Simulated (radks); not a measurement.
Species: Rb II. Configuration: [Ar] 3d10 4s2 4p5 6f1 (not the ground configuration).

Method: Dirac Kohn-Sham, LDA (Slater exchange, Perdew-Wang correlation), spin-unpolarised, spherical densities, finite nucleus; open shells fill j = l - 1/2 first; Fermi nuclear charge, rms radius 4.2036 fm; computed with a radial shooting solver on a logarithmic mesh with Libxc functionals.

Energy parts (eV):
part                       energy
total                  -81002.077
kinetic                 83282.703
electron-nucleus      -195064.294
Hartree                 33409.637
exchange-correlation    -2630.124

Orbitals (lengths in bohr, moments of r in powers of bohr; <r^-3> diverges for s and p1/2; r(90%) holds 90 % of the orbital's charge):
| orbital | occ. | eigenvalue (eV) | <r^-3> | r(90%) |
|---|---|---|---|---|
| 1s1/2 | 2 | -15022.64 | - | 0.0722 |
| 2s1/2 | 2 | -2022.835 | - | 0.275 |
| 2p1/2 | 2 | -1838.036 | - | 0.249 |
| 2p3/2 | 4 | -1777.362 | 1564 | 0.255 |
| 3s1/2 | 2 | -315.1424 | - | 0.760 |
| 3p1/2 | 2 | -248.9009 | - | 0.780 |
| 3p3/2 | 4 | -239.7583 | 238.0 | 0.796 |
| 3d3/2 | 4 | -123.3483 | 31.81 | 0.852 |
| 3d5/2 | 6 | -121.7936 | 30.65 | 0.858 |
| 4s1/2 | 2 | -48.7801 | - | 2.09 |
| 4p1/2 | 2 | -32.8396 | - | 2.42 |
| 4p3/2 | 3 | -31.8390 | 26.14 | 2.46 |
| 6f5/2 | 1 | -1.3272 | 0.002136 | 30.9 |
| 6f7/2 | 0 | -1.3272 | 0.002135 | 30.9 |

The highest occupied level is 6f5/2 at -1.327 eV. The electron density at the nucleus is 5.469e+04 e/bohr^3.
